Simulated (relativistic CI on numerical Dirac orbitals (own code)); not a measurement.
# Magnetism of Dy²⁺, 4f10, in a crystal field

Calculated by Dirac-Coulomb-Breit CI, separate exchange-only KLI orbitals for each configuration, model QED (radiative potential, 1s self-energy scaled to tabulated hydrogen-like ionisation energies), valence Slater integrals scaled by 0.7, one configuration in a parametric crystal field (own radial code).

Field parameters in Wybourne normalisation; cubic f-shell fields have B⁴₄ = √(5/14) B⁴₀ and B⁶₄ = −√(7/2) B⁶₀. The field is a parameter set, without covalency.

S is read from ⟨S²⟩ = S(S + 1).

Powder χT (cm³ K mol⁻¹) by Van Vleck's formula, with temperature-independent terms:

```
                                                                                                        Field   2 K   5 K  10 K  20 K  50 K  100 K  200 K  300 K
C2v, B20 = -240, B22 = 10, B40 = -500, B42 = -320, B44 = -100, B60 = 410, B62 = 50, B64 = 170, B66 = 200 cm⁻¹  7.43  9.67  10.6  11.4  12.7   13.4   13.7   13.8
                               D3d, B20 = -270, B40 = 490, B43 = -1160, B60 = 160, B63 = -80, B66 = -270 cm⁻¹  4.25  8.11  10.1  11.4  12.8   13.4   13.7   13.8
                                                         D3h, B20 = 220, B40 = -10, B60 = -80, B66 = 240 cm⁻¹  7.67   9.2  10.9  12.4  13.4   13.7   13.8   13.8
                                                       D3h, B20 = -60, B40 = -470, B60 = -500, B66 = 200 cm⁻¹  9.31    10  10.6  11.4  12.7   13.4   13.7   13.8
                                             D4h, B20 = -280, B40 = 720, B44 = 610, B60 = 310, B64 = 390 cm⁻¹  4.18  7.47   9.4  11.2  12.7   13.4   13.7   13.8
                                                                                Oh, B40 = -700, B60 = 70 cm⁻¹  8.71  10.9  12.1  12.8  13.4   13.7   13.8   13.8
```

Problem. For Oh, B40 = -700, B60 = 70 cm⁻¹: what effective moment follows at 300 K?

Solution. μ_eff = √(8χT) = 10.52 μB. The LS value g√(J(J + 1)) of the free ion's ⁵I8 level is 10.61 μB.
